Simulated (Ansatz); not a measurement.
Ansatz (a first-principles code) input (B3LYP-D3(BJ)/def2-TZVP):

Ansatz 0.2 input:
```yaml
crystal:
  periodic: [false, false, false]
  atoms:
    - {symbol: F, position_ang: [0.03872893, -0.08963250, -0.88372023]}
    - {symbol: S, position_ang: [-0.03602952, 0.03352544, 0.85530376]}
basis:
  gaussian:
    orbitals: def2-TZVP
hamiltonian:
  xc: b3lyp
  dispersion: d3bj
total_charge: -1
relax: {f_tol: 0.002, max_steps: 150}
```

End of the output:

```
reference -13554.30522394 eV, -498.1115295418 hartree; 13, 13 occupied and 55, 55 virtual orbitals, 427 factors
relax step   1: F+E_penalty+E_count = -13554.32676929 eV  Δ(F+E_penalty+E_count) = +0.000e0 eV  max|allowed force component| = 2.306e-2 eV/Å  Δτ_max = 0.0000 Å  (24 SCF iters, accepted)
these checks for a lower state are left out or cut short: starts, cluster_reference, orbital_swaps, neighbouring_geometries, increment
integrals: 0.01 GiB planned
427 factors; their error is unknown
mean field: 0.13 GiB planned
mean field evaluation 16: about -13554.3051 eV, gradient 2.1e-2 eV
mean field -13554.30507655 eV, -498.1115241251 hartree, gradient 3.1e-5 eV, S^2 0.000000; 0 other end points of the search recorded, 0 dependent functions left out
the calculation of the forces begins
reference -13554.30523272 eV, -498.1115298642 hartree; 13, 13 occupied and 55, 55 virtual orbitals, 427 factors
relax step   2: F+E_penalty+E_count = -13554.32677779 eV  Δ(F+E_penalty+E_count) = -8.506e-6 eV  max|allowed force component| = 1.580e-2 eV/Å  Δτ_max = 0.0002 Å  (18 SCF iters, accepted)
these checks for a lower state are left out or cut short: starts, cluster_reference, orbital_swaps, neighbouring_geometries, increment
integrals: 0.01 GiB planned
427 factors; their error is unknown
mean field: 0.13 GiB planned
mean field -13554.30508467 eV, -498.1115244236 hartree, gradient 6.7e-5 eV, S^2 0.000000; 0 other end points of the search recorded, 0 dependent functions left out
the calculation of the forces begins
reference -13554.30524084 eV, -498.1115301629 hartree; 13, 13 occupied and 55, 55 virtual orbitals, 427 factors
relax step   3: F+E_penalty+E_count = -13554.32678534 eV  Δ(F+E_penalty+E_count) = -7.545e-6 eV  max|allowed force component| = 4.395e-5 eV/Å  Δτ_max = 0.0005 Å  (19 SCF iters, accepted)
integrals: 0.01 GiB planned
427 factors; their error is unknown
mean field: 0.13 GiB planned
mean field evaluation 32: about -13554.2758 eV, gradient 7.5e-2 eV
mean field -13554.30508467 eV, -498.1115244236 hartree, gradient 6.7e-5 eV, S^2 0.000000; 1 other end points of the search recorded, 0 dependent functions left out
the calculation of the forces begins
reference -13554.30524084 eV, -498.1115301629 hartree; 13, 13 occupied and 55, 55 virtual orbitals, 427 factors
Total energy: -13554.32694151 eV, -498.1123276478 hartree
Atom 0 at     0.038759    -0.089681    -0.884411 Å, force     0.000002    -0.000003    -0.000044 eV/Å
Atom 1 at    -0.036059     0.033574     0.855994 Å, force    -0.000002     0.000003     0.000044 eV/Å
Dipole moment:     0.004901    -0.008074    -0.114006 e Å
```
